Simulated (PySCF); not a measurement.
Species: C2H10Si2.
Atom-mapped SMILES: `[CH3:1][CH2:2][SiH2:3][SiH3:4]` (hydrogens: H5, H6, H7 on C1; H8, H9 on C2; H10, H11 on Si3; H12, H13, H14 on Si4)

Computed by this run: PySCF, PBE0-D3(BJ)/def2-SVP geometry optimisation, gas phase; density fitting, grid level 1; the optimiser is geomeTRIC in internal coordinates, started from a GFN2-xTB structure with every atom displaced at random (about 0.01 Å).

Step 0: E = -17976.4517 eV
```
atom  x, y, z in Å  |  force x, y, z in eV/Å
C1     -1.7262    0.1357   -0.1856   -0.951   0.851   0.051
C2     -1.0870   -0.4316    1.0461    0.663   0.284  -0.396
Si3     0.6514    0.2688    1.3243   -0.341  -0.496   0.481
Si4     2.0224   -0.0633   -0.5396   -1.331   0.246  -0.295
H5     -1.8374    1.2358   -0.1092    0.098  -0.134  -0.056
H6     -2.7505   -0.2430   -0.3341    0.045  -0.129  -0.106
H7     -1.1527   -0.0595   -1.0825    0.302  -0.193  -0.602
H8     -1.6948   -0.2237    1.9130   -0.355   0.192   0.759
H9     -1.0340   -1.5078    0.9651    0.162  -0.814   0.024
H10     1.1978   -0.3814    2.5522    0.251  -0.120   0.001
H11     0.5107    1.6898    1.6923    0.071   0.518  -0.095
H12     1.7823   -1.3825   -1.1394   -0.142  -0.550  -0.110
H13     1.7086    0.9227   -1.6096   -0.030   0.187  -0.062
H14     3.4021    0.0250   -0.2207    1.558   0.158   0.405
```

**Question.** Estimate the geometry and energy of step 1. (The exact step hangs on the optimiser's Hessian estimate; all steps are aligned on step 0, rigid shifts and turns removed.)

**Answer.** E = -17976.6046 eV, largest force 0.252 eV/Å
```
atom  x, y, z in Å  |  force x, y, z in eV/Å
C1     -1.7688    0.1531   -0.2091    0.158  -0.012  -0.084
C2     -1.0961   -0.4213    1.0329   -0.083  -0.103   0.187
Si3     0.6444    0.2442    1.3679    0.042   0.131  -0.143
Si4     2.0012   -0.0524   -0.5293    0.219  -0.055   0.111
H5     -1.8592    1.2472   -0.1486   -0.014   0.077   0.003
H6     -2.7809   -0.2528   -0.3496   -0.047  -0.032   0.002
H7     -1.1955   -0.0712   -1.1267   -0.049   0.000   0.073
H8     -1.7037   -0.2085    1.9339    0.047  -0.046  -0.088
H9     -1.0293   -1.5236    0.9684    0.003   0.082  -0.006
H10     1.2859   -0.4442    2.5327   -0.057  -0.013   0.018
H11     0.5768    1.7140    1.6676    0.012  -0.043   0.034
H12     1.7674   -1.4240   -1.0862    0.019   0.011  -0.029
H13     1.6844    0.9494   -1.5916   -0.033   0.016  -0.036
H14     3.4662    0.0750   -0.1900   -0.219  -0.013  -0.042
```

The energy changes by -0.1529 eV. The first-order estimate −F·Δx gives -0.3646 eV and the mean of the old and new forces, exact on a quadratic surface, -0.1585 eV. The step makes an angle of 58° with the force vector and moves no atom by more than 0.110 Å.

The cost below is that of the whole optimisation. Time: 48 s of wall time; peak memory 0.47 GiB. Hardware: Arm Neoverse V1, one thread, no GPU, shared host.
